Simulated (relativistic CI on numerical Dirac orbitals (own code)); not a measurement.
## How the errors of a small relativistic CI change along the 5-electron sequence

Levels calculated with a relativistic CI code on KLI orbitals, against measured ones, in five cumulative steps: (1) Dirac-Coulomb, each configuration alone; (2) with Breit and QED terms; (3) with configuration mixing; (4) with scaled Slater integrals; (5) with a P86 correlation estimate. Each ion has its own short list of configurations; levels above 2,000 cm⁻¹ that pair in every step are counted, and ions without enough such levels are left out. The scale is 0.85 up to charge 4 and 0.9 beyond; P86 is a density functional added for each configuration.

Median relative error (%):

```
 Ion  Ground  Levels  (1)  (2)  (3)  (4)   (5)
   B  2s2 2p      11  4.8  4.8  9.2  5.7  12.5
  C+  2s2 2p      23  1.6  1.6  4.9  3.4   2.4
 N2+  2s2 2p      62  4.5  4.5  1.8  1.5   0.7
 O3+  2s2 2p      52  3.3  3.3  2.1  0.9   1.2
 F4+  2s2 2p      36  2.4  2.4  0.9  0.7   0.3
Ne5+  2s2 2p      32  1.9  1.9  0.6  0.4   0.3
```

Mean absolute error (cm⁻¹):

```csv
Ion,(1),(2),(3),(4),(5)
B,4806,4811,4379,2530,5456
C+,4002,4016,6742,4080,4915
N2+,9827,9878,6465,4739,4374
O3+,9984,10075,7638,4739,5171
F4+,10943,11085,7285,5447,4425
Ne5+,13542,13788,5656,3515,3400
```

In step (3), fully ab initio, the relative error is 9.2 % for B and 0.6 % for Ne5+, while the absolute error goes from 4379 to 5656 cm⁻¹. Level energies grow with the charge (linearly within a shell, quadratically where n changes), mostly faster than the correlation that the model misses, so the relative error falls. The sets of levels differ from ion to ion, which blurs the trend. Mixing (step 3) lowers the mean absolute error for 5 of the 6 ions and scaling (step 4) for 6. The P86 step changes the mean absolute error by a factor of 2.2 for the first ion and 1.0 for the last.

Sources of the measured levels: B, NIST Handbook of Basic Atomic Spectroscopic Data (Sansonetti and Martin, J. Phys. Chem. Ref. Data 34, 1559 (2005)); C+, NIST Handbook of Basic Atomic Spectroscopic Data (Sansonetti and Martin, J. Phys. Chem. Ref. Data 34, 1559 (2005)); N2+, Moore, Selected Tables of Atomic Spectra, NSRDS-NBS 3, section 5; O3+, Moore, Selected Tables of Atomic Spectra, NSRDS-NBS 3, section 10; F4+, Moore, Atomic Energy Levels, vol. I, NSRDS-NBS 35 (1971 reprint of NBS Circular 467, 1949); Ne5+, NIST levels in Podobedova, Fuhr, Reader and Wiese, J. Phys. Chem. Ref. Data 33, 525 (2004).
